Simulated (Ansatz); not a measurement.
The cation of CH3AlFN, SMILES `F[CH]1[NH][AlH]1` at the neutral geometry.

```yaml
crystal:
  periodic: [false, false, false]
  atoms:
    - {symbol: F, position_ang: [-1.877673, -0.268879, 0.141034]}
    - {symbol: C, position_ang: [-0.671372, 0.227613, -0.366647]}
    - {symbol: N, position_ang: [0.328000, 0.452047, 0.651860]}
    - {symbol: Al, position_ang: [0.922144, -0.850009, -0.332096]}
    - {symbol: H, position_ang: [-0.942093, 1.084002, -0.986750]}
    - {symbol: H, position_ang: [0.215183, 1.176186, 1.345502]}
    - {symbol: H, position_ang: [2.087110, -1.888961, -0.498603]}
basis:
  gaussian: {orbitals: def2-TZVPP}
total_charge: 1
magnetization: {spin_polarized: true, initial_magnetization: 1}
hamiltonian: {xc: {name: B2PLYP}}
```

```sh
$ ansatz run in.yaml --threads 2 --pin off --events-out ev --progress --plain --max-ram 4352MiB
```

It prints (some lines left out):

```
Functional definition: B2PLYP
1088 factors; integrals over basis functions are off by at most 1.6e-3 eV
mean field evaluation 1: about -11850.5054 eV, gradient 6.2e1 eV
mean field evaluation 2: about -11850.6243 eV, gradient 6.2e1 eV
mean field evaluation 4: about -11867.4855 eV, gradient 1.1e1 eV
mean field evaluation 8: about -11869.0427 eV, gradient 8.6e-1 eV
mean field evaluation 16: about -11869.0855 eV, gradient 2.5e-2 eV
mean field evaluation 32: about -11869.0856 eV, gradient 4.3e-5 eV
mean field -11869.08560353 eV, -436.1808507744 hartree, gradient 6.0e-6 eV, S^2 0.755676; 3 other end points of the search recorded, 0 dependent functions left out
8 core orbitals not correlated: weight in the atoms' cores, before any rotation towards them, 1.000 or more for the frozen orbitals, at most 0.000 for the correlated occupied ones
reference -11869.08574907 eV, -436.1808561229 hartree; 11, 10 occupied and 158, 159 virtual orbitals, 1088 factors
second order -22.16310866 eV of doubles, -0.00000000 eV of singles
Total energy: -11875.06978840 eV, -436.4007655125 hartree
```

It took 21 s on 2 threads of an Intel Xeon Platinum 8259CL on a shared host, with 0.59 GiB of host memory at the peak.
